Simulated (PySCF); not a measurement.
Two-dimensional NMR puzzle

Compound of formula C4H12BN. Correlations simulated from computed shifts and couplings:

HSQC (one-bond C–H):
| δH | δC | $^{1}J$(C,H) (Hz) |
| --- | --- | --- |
| 2.95 | 37.1 | 140 |
| 0.89 | 18.8 | 131 |
| 0.80 | 19.9 | 119 |

COSY cross peaks (|J| ≥ 2 Hz):
| δH | δH | abs. J (Hz) | bonds |
| --- | --- | --- | --- |
| 0.89 | 0.80 | 8.4 | 3 |

HMBC (two and three bonds, |J| ≥ 2.5 Hz):
| δH | δC [abs. J in Hz] |
| --- | --- |
| 4.86 | 37.1 [7.8], 19.9 [9.1], 18.8 [3.2] |
| 0.89 | 19.9 [2.7], 18.8 [6.1] |
| 0.80 | 18.8 [5.3] |

PySCF 2.14.0 with density-fitted response routines calculation with PBE0-D3(BJ)/def2-SVP geometry, σ from GIAO-PBE0/pcSseg-1 and spin–spin couplings from B3LYP/pcJ-1 (spin–dipole term only in couplings to heteroatoms); non-relativistic, rapidly exchanging positions averaged, single conformer, no solvent model.

Shifts are taken against calculated references (same method and geometry level): $^{1}$H (σref 31.27) and $^{13}$C (σref 184.41) against TMS.

Exchangeable hydrogens are left out of these lists, and C,H couplings along chains are those of one rotamer, so weak HMBC peaks may be missing or extra.

**Question.** Assemble the structure.

**Answer.** SMILES CNBC(C)C.

Atom-mapped SMILES (the numbers label the heavy atoms): `[CH3:1][NH:2][BH:3][CH:4]([CH3:5])[CH3:6]`. Hydrogens are named by the atom that carries them.

1. δC 37.1 is C1, a methyl carbon bonded to N (δH 2.95).
2. δC 19.9 is C4, an sp3 CH bonded to B (δH 0.80).
3. δC 18.8 is C5/C6, a methyl carbon (δH 0.89).
4. COSY links 0.89–0.80.

The data come from this structure; uniqueness wasn't tested.

OH/NH shifts are gas-phase values; hydrogen bonding in solution moves them, usually downfield. Hydrogens on boron are broadened and split by $^{11}$B (spin 3/2, 80 %) and 10B (spin 3). A carbon bonded to boron is broadened by the quadrupolar boron nucleus and is often missing from a measured spectrum. Unscaled 3J(H,H) at this level run about 10 % above measured values. Shifts are as computed. Against solution values, carbons near 30 ppm lie about +2 ppm off and those near 130 ppm about +5 ppm. Of 1211 compounds with measured shifts, 218 miss one by over three times the rms of a fit or turn the order of signals round; such compounds aren't used in these exercises. Vicinal couplings across rotatable single bonds and in flexible rings belong to the one computed conformer; a conformer average would change them.
